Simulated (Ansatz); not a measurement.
SiSn2⁻, relaxed as a doublet with UKS r2SCAN-D4/def2-TZVPD in Ansatz, starting from the GFN1-xTB geometry. Force threshold 0.02 eV/Å.

In the def2 sets Sn takes a core potential; there is no spin–orbit coupling. The charge -1 doublet is spin-contaminated (final ⟨S²⟩ up to 0.97, 0.75 for a pure state). The highest occupied level of the charge -1 doublet lies above zero (up to 0.03 eV). The electron is either unbound and held by the finite basis, or the level is raised by self-interaction error. Another isomer (doublet) lies 0.80 eV lower at PBE0-D4/def2-TZVPD; other spin states weren't run for this one.

Start:

Cartesian coordinates in Å:
```
Si 0.000 0.000 0.000
Sn -0.180 1.177 0.751
Sn 0.180 -1.177 -0.751
```

(1) Estimate the energy that the relaxation releases and the steps that it takes.

(2) Does the start keep its bonding and symmetry?

(3) Predict the relaxed structure.

## Answers

(1) 51.24 eV, in 10 steps; 18 s on 4 threads of Intel Xeon 6975P-C on a shared host. The force fell under the threshold at step 9, but the optimiser went on. No frequencies were taken in this run, so the end may be a saddle point.

(2) Bonds lost: Sn2–Sn3 (atoms count from 1). Point group D∞h at the start, D∞h at the end, both within 0.05 Å; within 0.015 Å the end is C∞v.

(3) 
```xyz
3

Si    0.0080   -0.0013    0.0094
Sn   -0.3150    2.0331    1.2917
Sn    0.3070   -2.0318   -1.3011
```
Bond lengths (bridged metal pairs left out): 2 × Si–Sn 2.43 to 2.44 Å.
